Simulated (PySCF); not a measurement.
# Spin states of CuO

Unrestricted PBE0; Cu cc-pVDZ-PP with ECP10, O cc-pVDZ; scalar-relativistic core potentials (PySCF 2.14). Outer shells of the fragments: Cu 3d10 4s1; O 2s2 2p4.

Followed along the bond (rough minima from three points):

```
2Ms+1   unpaired  ⟨S²⟩ at the start  R at minimum (Å)  Te (eV)
    2        π ↑               0.77              1.72     0.00
    4  σ ↑, π ↑↑               3.77              1.76     1.42
    4  σ ↑↑, π ↑               3.76              1.79     1.48
    2        σ ↑               0.78  none in the scan   ≤ 1.11
```

Solutions found at the starting distance of 1.735 Å, counted from the lowest of them; the search is not exhaustive and high or unbound solutions are not listed, so other states can lie among these:

| 2Ms+1 | unpaired | term | E (eV) | ⟨S²⟩ | ⟨Lz²⟩ | μ (D) |
| --- | --- | --- | --- | --- | --- | --- |
| 2 | π ↑ | ²Π | 0.00 | 0.77 | 1.01 | -4.11 |
| 2 | σ ↑ | ²Σ⁺ | 1.17 | 0.78 | 0.00 | -5.14 |
| 4 | σ ↑, π ↑↑ | mixed | 1.43 | 3.77 | 0.33 | -0.16 |
| 4 | σ ↑↑, π ↑ | ⁴Π | 1.51 | 3.76 | 1.02 | -1.11 |
| 2 | σ ↓, π ↑↑ | mixed | 1.67 | 1.77 | 0.00 | 0.13 |
| 2 | σ ↑, π ↑↓ | mixed | 1.92 | 1.76 | 2.02 | -0.64 |
| 2 | σ ↑ | mixed | 2.45 | 1.56 | 2.01 | -1.31 |
| 4 | σ ↑, π ↑, δ ↑ | mixed | 2.67 | 3.76 | 5.01 | -1.73 |
| 2 | δ ↑ | ²Δ | 2.70 | 0.99 | 4.00 | -4.63 |
| 4 | σ ↑, π ↑, δ ↑ | mixed | 2.72 | 3.76 | 5.01 | -1.73 |

A term symbol is given only where ⟨S²⟩ and ⟨Lz²⟩ are close to those of a pure state; real π, δ and φ orbitals otherwise mix terms. A positive dipole means Cu(−)O(+).

With d or f electrons several states lie close, and the lowest PBE0 determinant need not be the measured ground state.
